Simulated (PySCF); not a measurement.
A PySCF script (with the pyscf-properties extension) for the NMR shieldings of `[C@@H]1(B(Cl)Cl)C(=O)C=C1`, C4H3BCl2O, on a GFN2-xTB geometry:

```python
import basis_set_exchange as bse
import numpy as np
from pyscf import gto, dft
from pyscf.prop import nmr

atoms = """
O     0.566204   -0.905471    2.083133
C    -0.067973   -0.540873    1.146085
C    -1.318924   -0.893294    0.461184
C    -1.193933    0.105769   -0.422674
C     0.129562    0.632477    0.100856
B     1.416790    0.486603   -0.802724
Cl    1.372278   -0.550896   -2.176800
Cl    2.877524    1.282111   -0.394575
H    -2.045391   -1.666293    0.628828
H    -1.792015    0.449223   -1.246019
H     0.061301    1.603314    0.596743
"""
names = dict.fromkeys(["O", "C", "B", "Cl", "H"], "pcSseg-1")
basis = {el: gto.basis.parse(bse.get_basis(n, elements=[el], fmt="nwchem")) for el, n in names.items()}
mol = gto.M(atom=atoms, basis=basis, charge=0, verbose=0)
mf = dft.RKS(mol, xc="PBE0")
mf.grids.level = 2
mf.grids.alignment = dft.numint.BLKSIZE   # the property module wants whole blocks of grid points
mf.conv_tol = 1e-9
mf.kernel()

calc = nmr.RKS(mf)   # GIAO
C = mf.mo_coeff
Co = C[:, mf.mo_occ > 0]
resp = mf.gen_response(singlet=True, hermi=2)
def vind(x):   # induced exchange potential for any number of trial vectors
    d = np.einsum("pi,xij,qj->xpq", C, 2 * x.reshape(-1, C.shape[1], Co.shape[1]), Co, optimize=True)
    return np.einsum("xpq,pi,qj->xij", resp(d - d.transpose(0, 2, 1)), C, Co, optimize=True).ravel()
mo1, _ = nmr.rhf.solve_mo1(calc, with_cphf=vind)
sigma = calc.kernel(mo1)
for i, s in enumerate(sigma):   # ppm
    w = np.linalg.eigvalsh((s + s.T) / 2)
    print("%2d %-2s iso %8.1f  s11 %8.1f  s22 %8.1f  s33 %8.1f" % (i, mol.atom_pure_symbol(i), w.mean(), *w))
```

Q: Give the expected output.

A: 
```
 0 O  iso   -264.2  s11   -757.9  s22   -314.5  s33    279.9
 1 C  iso      2.7  s11    -91.3  s22     19.9  s33     79.6
 2 C  iso     37.9  s11    -53.0  s22     50.7  s33    116.0
 3 C  iso     11.7  s11   -127.4  s22     -6.9  s33    169.3
 4 C  iso    114.4  s11     83.9  s22    126.9  s33    132.5
 5 B  iso     40.0  s11      1.6  s22     29.6  s33     88.7
 6 Cl iso    678.5  s11    375.1  s22    718.1  s33    942.4
 7 Cl iso    661.9  s11    372.9  s22    707.7  s33    905.1
 8 H  iso     25.3  s11     24.1  s22     24.6  s33     27.4
 9 H  iso     23.2  s11     17.9  s22     24.8  s33     27.0
10 H  iso     27.5  s11     24.8  s22     28.3  s33     29.5
```

These numbers come from an equivalent density-fitted implementation of the same equations, which agrees with the script to about 0.01 ppm for H and up to a few tenths of a ppm for heavy atoms, so last digits may differ.

Size and cost of the density-fitted run: 165 basis functions, 16 s wall time on 1 thread of an Arm Neoverse V2, shared host; peak memory 0.72 GiB.
